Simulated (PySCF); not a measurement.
## Magnetic susceptibility: `CC#C[Si@@](O)(C=O)OC`, C$_{5}$H$_{8}$O$_{3}$Si

Geometry:
```
atom   x (Å)   y (Å)   z (Å)
  C1   3.401   0.648  -0.015
  C2   2.019   0.233   0.039
  C3   0.864  -0.112   0.078
 Si4  -0.900  -0.672   0.178
  O5  -1.511  -0.911  -1.313
  C6  -0.968  -2.263   1.236
  O7  -0.648  -3.341   0.796
  O8  -1.860   0.345   0.988
  C9  -2.226   1.650   0.640
 H10   3.501   1.661   0.373
 H11   3.758   0.625  -1.044
 H12   4.013  -0.024   0.587
 H13  -1.183  -1.615  -1.867
 H14  -1.292  -2.190   2.294
 H15  -1.349   2.300   0.630
 H16  -2.936   2.008   1.386
 H17  -2.690   1.669  -0.347
```

The calculation used GIAO PBE0/pcSseg-1 magnetisability, rotational g tensor and spin-rotation constants, non-relativistic, gas phase (PySCF). Geometry: GFN2-xTB.

What are the magnetisability and the molar susceptibility?

Isotropic -1208 × 10⁻³⁰ J/T², or -72.8 × 10⁻⁶ cm³/mol; principal values -1426, -1237, -961 × 10⁻³⁰ J/T², anisotropy 405 × 10⁻³⁰ J/T² (root of half the summed squared differences of the principal values). The susceptibility is in cgs units.

Split it along the inertial axes a, b, c into diamagnetic and paramagnetic parts about the centre of mass, with the quadrupole moment.


```csv
axis,χ (10⁻⁶ cm³/mol),diamagnetic (10⁻⁶ cm³/mol),paramagnetic (10⁻⁶ cm³/mol),summed x² of all electrons (Å²),quadrupole Θ (D Å)
a,-85.0,-941.2,856.2,269.2,+10.06
b,-64.9,-1379.2,1314.3,166.0,-9.23
c,-68.4,-1846.4,1778.0,55.9,-0.83
```
Anisotropies 2χaa − χbb − χcc = -36.7 and 2χbb − χaa − χcc = +23.5 × 10⁻⁶ cm³/mol. Θ is traceless in Buckingham's convention.

And the rotational g tensor?


```tsv
axis	rotational constant (GHz)	g	nuclear part	electronic part
a	1.4379	-0.0141	0.5643	-0.5784
b	0.9542	-0.0133	0.5759	-0.5892
c	0.6933	-0.0101	0.5690	-0.5791
```
Asymmetric top; isotopes 12C, 1H, 16O, 28Si; no vibrational averaging.
